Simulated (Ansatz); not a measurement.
Born–Oppenheimer molecular dynamics of CH7FGe (10 atoms, charge 0, multiplicity 1). It starts at the highest image of a converged band. Of that band: Neighbouring images differ by up to 1.4 eV, so the band resolves the path poorly. A vibrational analysis at the climbing image gives one clearly imaginary mode, 1143i cm⁻¹: a first-order saddle point.

Computed with Ansatz, UKS PBE0/def2-SVP.

| Property | Result |
| --- | --- |
| ensemble | NVE (velocity Verlet) |
| time step | 0.5 fs |
| steps asked | 200 |
| starting velocities drawn for | 300 K |
| seed | 5330 |

First frame:

```xyz
10
Properties=species:S:1:pos:R:3
Ge -0.127 -0.692 0.283
F 1.752 -0.810 -0.572
H -0.393 -1.970 -0.537
H -0.741 -0.967 1.682
C -0.780 0.938 -0.536
H 1.748 -0.265 0.496
H 1.258 0.024 1.283
H -0.752 1.771 0.179
H -1.815 0.790 -0.877
H -0.149 1.181 -1.402
```

(1) How far do the bonds stretch over the last three quarters of this one trajectory? (Pairs bonded in most of those frames.)

Results:

(1) 
| bond | mean (Å) | spread (Å) | shortest | longest |
| --- | --- | --- | --- | --- |
| Ge1–H3 | 1.542 | 0.044 | 1.47 | 1.61 |
| Ge1–H4 | 1.550 | 0.024 | 1.51 | 1.60 |
| Ge1–C5 | 1.954 | 0.063 | 1.87 | 2.06 |
| Ge1–H7 | 1.565 | 0.073 | 1.45 | 1.67 |
| F2–H6 | 0.928 | 0.033 | 0.88 | 0.98 |
| C5–H8 | 1.101 | 0.010 | 1.08 | 1.12 |
| C5–H9 | 1.101 | 0.011 | 1.08 | 1.12 |
| C5–H10 | 1.101 | 0.013 | 1.08 | 1.12 |

Mean temperature of the second half: 1356 K. The conserved energy stayed within 0.19 meV per atom of its start (net change 0.12 meV per atom), so the integration is sound. The system heated up, since it started high on the potential surface and ran downhill. A run of 0.1 ps of so small a system gives no equilibrium averages. The orbitals stay closed-shell, which can raise the energy where a bond breaks towards radicals; this wasn't checked here.

Time of the run: 8.9 min on 4 threads of Arm Neoverse N1 (shared host), peak memory 0.27 GiB.
